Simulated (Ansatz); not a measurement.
`[CH3][Ga]([Cl])[C]#N`. Total charge 0; spin multiplicity 1. The structure was optimised at the PBE0-D4/def2-TZVP level.

```xyz
8

C     0.686    0.052    1.171
Ga    0.106    0.042   -0.678
Cl    1.437    0.293   -2.324
C    -1.739   -0.197   -1.238
N    -2.846   -0.342   -1.524
H     1.760    0.218    1.239
H     0.436   -0.904    1.638
H     0.160    0.837    1.717
```

(1) What is the dipole moment at r2SCAN/def2-TZVPP? (An estimate is asked.)

(2) And with PBE, B3LYP, ωB97M-V? (Estimate.)

(3) Give the Mulliken charges with r2SCAN, B3LYP, ωB97M-V in def2-TZVPP. (Best estimate.)

Results:

(1) The calculation gave: 4.14 D, with components (2.68, 0.26, 3.14) D in this frame, pointing from negative to positive charge.

(2) The calculation gave: PBE 4.07 D, B3LYP 4.16 D, ωB97M-V 4.14 D.

(3) The calculation gave: 
```json
{"atom": "C1", "r2SCAN": "-0.29", "B3LYP": "-0.37", "ωB97M-V": "-0.44"}
{"atom": "Ga2", "r2SCAN": "0.55", "B3LYP": "0.51", "ωB97M-V": "0.55"}
{"atom": "Cl3", "r2SCAN": "-0.25", "B3LYP": "-0.25", "ωB97M-V": "-0.23"}
{"atom": "C4", "r2SCAN": "-0.21", "B3LYP": "-0.24", "ωB97M-V": "-0.24"}
{"atom": "N5", "r2SCAN": "-0.06", "B3LYP": "0.00", "ωB97M-V": "-0.03"}
{"atom": "H6", "r2SCAN": "0.09", "B3LYP": "0.12", "ωB97M-V": "0.13"}
{"atom": "H7", "r2SCAN": "0.09", "B3LYP": "0.11", "ωB97M-V": "0.13"}
{"atom": "H8", "r2SCAN": "0.09", "B3LYP": "0.11", "ωB97M-V": "0.13"}
```

B3LYP here is the variant with VWN-RPA as its local correlation; programs differ in this.

Results of the Gaussian-basis code of Ansatz.
